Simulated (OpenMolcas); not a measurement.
## V III: effect of the IPEA shift

```yaml
Program: OpenMolcas 26.06
Basis: ANO-RCC-VTZP [6s5p3d2f1g]
Scalar_Hamiltonian: DKH2, point nucleus
Active_space: 3 electrons in 6 orbitals (3d 4s)
State_averaging: 2S+1 = 4 even, 20 roots; 2S+1 = 2 even, 64 roots
Spin-orbit_coupling: state interaction with AMFI integrals over the reference wave functions, term energies averaged over their components
```

Methods on the same reference wave functions:
A. CASSCF
B. MS-CASPT2, IPEA 0 Eh, imaginary shift 0.1 Eh (closed shells correlated: 3s 3p)
C. MS-CASPT2, IPEA 0.25 Eh, imaginary shift 0.1 Eh (closed shells correlated: 3s 3p)

Energies in cm⁻¹ above 3d³ ⁴F_3/2, the measured ground level; measured values from Sugar and Corliss, J. Phys. Chem. Ref. Data 7, 1191 (1978).

```csv
Level,A,B,C,Measured
3d³ ⁴F_3/2,0.0,0.0,0.0,0.0
3d³ ⁴F_5/2,161,162,162,146
3d³ ⁴F_7/2,383,385,385,342
3d³ ⁴F_9/2,662,663,663,584
3d³ ²G_7/2,14103,11460,12020,11966
3d³ ²G_9/2,14338,11700,12250,12187
3d³ ⁴P_1/2,15317,11470,11800,11514
3d³ ⁴P_3/2,15388,11540,11870,11592
3d³ ⁴P_5/2,15578,11730,12060,11770
3d³ ²P_1/2,18964,14960,15530,15580
3d³ ²P_3/2,19082,15000,15570,15550
3d³ ²H_9/2,19093,16700,17100,16811
3d³ ²H_11/2,19275,16890,17280,16978
3d³ ²D_3/2(1),20767,15960,16590,16330
3d³ ²D_5/2(1),20958,16070,16720,16375
3d³ ²F_7/2,33845,27620,28230,27728
3d³ ²F_5/2,33944,27720,28330,27847
3d² 4s ⁴F_3/2,45677,46520,46430,43942
3d² 4s ⁴F_5/2,45835,46670,46590,44110
3d² 4s ⁴F_7/2,46056,46890,46810,44346
3d² 4s ⁴F_9/2,46341,47180,47100,44647
3d³ ²D_5/2(2),53556,43220,43720,42267
3d³ ²D_3/2(2),53679,43340,43860,42371
3d² 4s ²F_5/2,54611,50620,50790,49328
```

Deviations, from unrounded energies. A percentage is the sum of absolute deviations over the sum of measured energies, with the sign that they share, or ± where signs differ.

```json
{"Against measurement": "mean absolute deviation (cm-1)", "Levels": "23", "A": "3600", "B": "740", "C": "770"}
{"Against measurement": "fine structure of the ground term (%)", "Levels": "3", "A": "+12.6", "B": "+13.0", "C": "+13.0"}
{"Against measurement": "other terms of the ground configuration (%)", "Levels": "15", "A": "+23.9", "B": "±1.8", "C": "±2.1"}
{"Against measurement": "other configurations (%)", "Levels": "5", "A": "+5.4", "B": "+5.1", "C": "+5.0"}
```

B, C lie about equally close to measurement and A furthest from it. The largest miss of B in the table is 3d² 4s ⁴F_3/2, by +2600 cm-1. The ranking rests on the paired levels alone, and a cruder setting can come out closer through cancelling errors.

Between B and C the level of the table that moves most is 3d³ ²D_5/2(1), by 650 cm-1 (lowest in B, highest in C). Moves below CASPT2's spread within the term are not significant.

The mean deviations of B to C differ by less than CASPT2's widest spread within a term (1700 cm-1), so their order carries little weight.

From A to B the spin-free energies of the other terms of 3d³ shown, above ⁴F, scale by factors of 0.75 to 0.87, as is usual when dynamic correlation screens the repulsion within a d or f shell.

The lowest spin-free term lies below A's lowest term by 0.344 hartree in B, 0.338 hartree in C.

CASPT2 breaks the degeneracy within a term, and the mean is taken; among the terms shown or strongly mixed into the levels shown the widest spread is 1700 cm-1 (3d² 4s ²F, B). A single d shell beside an s shell can misplace configurations of different d count against each other. Without dynamic correlation excited terms often stand tens of per cent too high (terms of higher spin than the ground term too low), and those without a measured partner can miss by more than the paired ones (holds for A). Some levels mix across a computed gap that differs much from the measured one, so their mixing is not that of the real levels (holds for A). The CASPT2 spread within a term exceeds the gap to the next term for 3d³ ⁴P and 3d³ ²G, so the order of their levels is uncertain (holds for C). Computed and measured levels are paired by configuration, term and J; levels that our copy of the source lacks, or whose pairing is in doubt (as where it misses far off the trend of its configuration), stay unpaired and out of the deviations. Only configurations of the active space appear. The table leaves out levels that lie high or whose names do not pair safely across all columns.

A number in round brackets counts repeated terms of one configuration in the order of the reference energies.
